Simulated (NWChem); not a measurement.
System: BeSiH3F; SMILES [F][Be][SiH3]

Computed with NWChem. Geometry: optimised at PBE0/def2-SVP. B3LYP is NWChem's, with the RPA form of VWN correlation. Ions are spin-unrestricted doublets at the neutral geometry; other ion states weren't tried.

For level B3LYP/def2-TZVP:

```yaml
vertical ionisation energy, ΔSCF (eV): 10.83
"−ε(HOMO) (eV)": 8.21
```

Question: How do the values read with level CAM-B3LYP/def2-TZVP instead?

Answer: vertical ionisation energy, ΔSCF (eV): 12.41
−ε(HOMO) (eV): 9.74
